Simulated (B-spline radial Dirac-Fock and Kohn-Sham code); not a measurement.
ΔSCF core binding energies without Breit or QED terms, calculated with a radial finite-basis atomic code.

A sound run for the free phosphorus atom, [Ne] 3s2 3p3: The ground state converged in 10 iterations, with total energy -341.49467 Ha, virial ratio 1.99504 and highest orbital energy -9.51 eV. ΔSCF binding energies: K (1s) 2154.5 eV, L3 (2p3/2) 138.3 eV. Holes are computed only in closed shells, and unreliable hole states are left out.

A second run, with one unsound setting: The ground state converged in 11 iterations, with total energy -377.15264 Ha, virial ratio 1.20905 and highest orbital energy -7.33 eV. ΔSCF binding energies: K (1s) 1824.6 eV, L3 (2p3/2) 108.5 eV. Holes are computed only in closed shells, and unreliable hole states are left out.

```
iter   energy (Ha)        error
   1     -373.86180031  1.12e+00
   2     -376.58750801  3.54e-01
   3     -377.11113981  1.03e-01
   4     -377.14865301  3.51e-02
   5     -377.15208176  1.15e-02
   6     -377.15262856  8.06e-04
   7     -377.15263877  2.17e-04
   8     -377.15263947  4.17e-05
   9     -377.15263951  6.45e-06
  11     -377.15263951  2.24e-08
```

Q: Which fault fits the second run best?
A. box too small
B. unbound anion
C. overfilled shell
D. speed of light below Z

A: D. The input had c_factor = 0.0786: c_factor makes c so small that Zα exceeds 1, so any numbers that come out have no meaning.
